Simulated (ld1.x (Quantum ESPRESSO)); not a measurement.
## An all-electron radial function and its pseudo partner (gallium (Ga))

Columns: radius, all-electron u(r) and pseudo u(r) of the 4p shell (level -2.57 eV) of gallium in the configuration [Ar] 3d10 4s2 4p1; PBEsol, scalar-relativistic, TM scheme, ld1.x (Quantum ESPRESSO) 7.5.

```csv
r (bohr),all-electron,pseudo
0.128,0.1210,0.0036
0.255,-0.0307,0.0143
0.382,-0.1729,0.0319
0.510,-0.2079,0.0563
0.638,-0.1628,0.0869
0.765,-0.0790,0.1230
0.893,0.0184,0.1642
1.020,0.1137,0.2091
1.148,0.2019,0.2570
1.275,0.2787,0.3058
1.402,0.3445,0.3540
1.530,0.4001,0.4001
1.658,0.4456,0.4421
1.785,0.4819,0.4782
1.912,0.5103,0.5077
2.040,0.5319,0.5306
2.168,0.5473,0.5468
2.295,0.5573,0.5572
2.422,0.5626,0.5626
2.550,0.5640,0.5640
2.678,0.5620,0.5620
2.805,0.5571,0.5571
2.932,0.5499,0.5499
3.060,0.5405,0.5405
3.188,0.5295,0.5295
3.315,0.5173,0.5173
```

**Question.** How many radial nodes do the two functions have?

**Answer.** The all-electron 4p function has n − l − 1 = 2; the pseudo-wave has 0, since the states of the same l below it are removed with the core.

**Question.** At about which radius was the pseudo-wave matched?

**Answer.** 2.55 bohr. The columns agree to 0.0005 from 2.29 bohr on; several derivatives are matched, so the curves merge somewhat inside the radius.

**Question.** Is the pseudo-wave norm-conserving?

**Answer.** Yes: the TM scheme keeps the norm inside the radius equal to the all-electron one, which fixes the energy derivative of the logarithmic derivative at the level.
